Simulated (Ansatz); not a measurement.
```yaml
crystal:
  periodic: [false, false, false]
  atoms:
    - {symbol: Si, position_ang: [-0.418900, -0.217152, -0.404272]}
    - {symbol: C, position_ang: [-0.639352, -0.005838, 1.466762]}
    - {symbol: C, position_ang: [-1.658590, 0.783042, 1.940696]}
    - {symbol: H, position_ang: [0.083081, -0.520711, 2.222326]}
    - {symbol: H, position_ang: [-2.286942, 1.261322, 1.310395]}
    - {symbol: H, position_ang: [-1.759246, 0.904778, 3.087741]}
    - {symbol: C, position_ang: [1.181350, 0.272349, -1.106599]}
    - {symbol: C, position_ang: [1.920866, -0.599975, -1.721365]}
    - {symbol: H, position_ang: [1.614951, 1.294686, -0.878762]}
    - {symbol: H, position_ang: [1.630959, -1.643569, -1.922638]}
    - {symbol: H, position_ang: [2.949270, -0.359207, -2.126439]}
    - {symbol: F, position_ang: [-1.645340, 0.712153, -1.046809]}
    - {symbol: F, position_ang: [-0.696169, -1.746341, -0.784056]}
basis:
  gaussian: {orbitals: def2-TZVP}
hamiltonian: {xc: {name: wB97M-V}}
scf: {lower_state_search: light}
output: {forces: true}
```

```sh
$ ansatz run in.yaml --threads 4 --pin off --events-out ev --progress --plain --max-ram 4787MiB
```

It prints (some lines left out):

```
Functional definition: wB97M-V
1548 factors; their error is unknown
388 factors; integrals over basis functions are off by at most 1.3e-5 eV
mean field evaluation 1: about -17553.4342 eV, gradient 5.9e1 eV
mean field evaluation 2: about -17555.8859 eV, gradient 5.2e1 eV
mean field evaluation 4: about -17560.0320 eV, gradient 2.1e0 eV
mean field evaluation 8: about -17560.0535 eV, gradient 1.4e-1 eV
mean field evaluation 16: about -17560.0614 eV, gradient 4.2e-4 eV
mean field -17560.06143131 eV, -645.3203549635 hartree, gradient 6.7e-5 eV, S^2 0.000000; 0 other end points of the search recorded, 0 dependent functions left out
reference -17560.06148559 eV, -645.3203569583 hartree; 31, 31 occupied and 228, 228 virtual orbitals, 1548 factors
Total energy: -17560.06148559 eV, -645.3203569583 hartree
Atom 0 at    -0.418900    -0.217152    -0.404272 Å, force    -2.046326     0.978074     0.776616 eV/Å
Atom 1 at    -0.639352    -0.005838     1.466762 Å, force    -0.217456     0.318542     0.966290 eV/Å
Atom 2 at    -1.658590     0.783042     1.940696 Å, force     3.909322    -2.769970     3.336808 eV/Å
Atom 3 at     0.083081    -0.520711     2.222326 Å, force    -1.412578     0.968479    -1.423645 eV/Å
Atom 4 at    -2.286942     1.261322     1.310395 Å, force    -2.035534     1.493292    -1.785526 eV/Å
Atom 5 at    -1.759246     0.904778     3.087741 Å, force    -0.069440    -0.072958    -2.129123 eV/Å
Atom 6 at     1.181350     0.272349    -1.106599 Å, force    -0.144712     2.301637     1.291320 eV/Å
Atom 7 at     1.920866    -0.599975    -1.721365 Å, force     2.594283    -1.571850    -1.817812 eV/Å
Atom 8 at     1.614951     1.294686    -0.878762 Å, force    -0.665654    -1.192643    -0.438139 eV/Å
Atom 9 at     1.630959    -1.643569    -1.922638 Å, force    -0.141080     0.592055     0.178709 eV/Å
Atom 10 at     2.949270    -0.359207    -2.126439 Å, force    -1.207277    -0.155303     0.581108 eV/Å
Atom 11 at    -1.645340     0.712153    -1.046809 Å, force     1.401663    -1.140255     0.573857 eV/Å
Atom 12 at    -0.696169    -1.746341    -0.784056 Å, force     0.034788     0.250902    -0.110463 eV/Å
Dipole moment:     0.444880     0.101781     0.208463 e Å
```

Run time 29 s (4 threads of Intel Xeon on a shared host), peak host memory 1.1 GiB.
